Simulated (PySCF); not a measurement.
Electron correlation in C (carbon, neutral)

[He] 2s2 2p2, high-spin 3P determinant. Calculation: PySCF 2.14, in aug-cc-pVDZ; the non-relativistic Hamiltonian (point nucleus). Frozen: 1s2; 4 electrons correlated.

```csv
level,correlation energy (mhartree)
CCSD,-75.84
(T),-1.26
CCSD(T),-77.10
CCSDT,-77.50
FCI,-77.54
```

Diagnostics: T1 = 0.0096, D1 = 0.0172, largest double amplitude 0.078, weight of the Hartree-Fock determinant in FCI 0.9453 (33880 determinants).

Problem. Is a single reference adequate?

Solution. Mostly. T1 lies below 0.03, but a double amplitude of this size points to a near-degeneracy that CCSD handles and MP2 describes poorly.
